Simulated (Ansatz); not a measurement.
Reaction (redistribution): `N[SiH]` + `OCBF` → `N[Si]O` + `CBF`

Isolated molecules relaxed with PBE0-D4/def2-TZVP in Ansatz; ΔE leaves out vibrations. CCSD(T)/CBS is frozen-core, at the limit of the def2 triple- and quadruple-zeta sets. DFT in def2-TZVPP. B3LYP here is the variant with VWN-RPA as its local correlation; programs differ in this. Each species was taken in one conformer, which may not be the lowest.

`N[SiH]`:

Z-matrix (Å, degrees):
```
N
Si 1 1.707
H 1 1.008 2 126.3
H 1 1.008 2 121.7 3 -180.0
H 2 1.532 1 94.1 3 -0.0
```

`OCBF`:

Cartesian coordinates in Å:
```
O 0.634 1.277 -0.664
C -0.383 0.519 -0.045
B -0.034 -0.945 0.344
F 1.183 -1.404 0.074
H 1.413 0.724 -0.758
H -1.276 0.488 -0.692
H -0.732 1.033 0.865
H -0.805 -1.691 0.876
```

`N[Si]O`:

Z-matrix (Å, degrees):
```
N
Si 1 1.716
H 1 1.010 2 128.3
H 1 1.009 2 120.1 3 180.0
O 2 1.656 1 102.6 3 0.0
H 5 0.961 2 121.6 1 -0.0
```

`CBF`:

Cartesian coordinates in Å:
```
C -0.661 0.190 -0.028
B 0.832 -0.237 0.027
F 1.399 -0.562 1.181
H -1.156 0.195 0.944
H -1.209 -0.475 -0.704
H -0.744 1.186 -0.477
H 1.539 -0.298 -0.943
```

| level | ΔE (kJ/mol) | difference from CCSD(T)/CBS |
| --- | --- | --- |
| PBE-D4 | -228.6 | 13.7 |
| r2SCAN-D4 | -240.9 | 1.4 |
| PBE0-D4 | -232.3 | 10.0 |
| B3LYP-D4 | -236.7 | 5.6 |
| ωB97M-V | -240.0 | 2.3 |
| PBE | -228.6 | 13.7 |
| PBE0 | -232.2 | 10.1 |
| MP2/def2-TZVPP | -249.6 | -7.3 |
| SCS-MP2/def2-TZVPP | -242.8 | -0.5 |
| CCSD/def2-TZVPP | -237.1 | 5.2 |
| CCSD(T)/def2-TZVPP | -237.0 | 5.3 |
| HF/def2-QZVPP | -239.3 | 3.0 |
| MP2/def2-QZVPP | -252.2 | -9.9 |
| CCSD/def2-QZVPP | -240.2 | 2.1 |
| CCSD(T)/def2-QZVPP | -240.4 | 1.9 |
| MP2/CBS(def2) | -253.4 | -11.1 |
| CCSD(T)/CBS | -242.3 | 0 |

Largest T1 diagnostic among the species: 0.015.

From PBE to PBE0 (25 % exact exchange), in def2-TZVPP and without D4, ΔE moves by −3.6 kJ/mol.
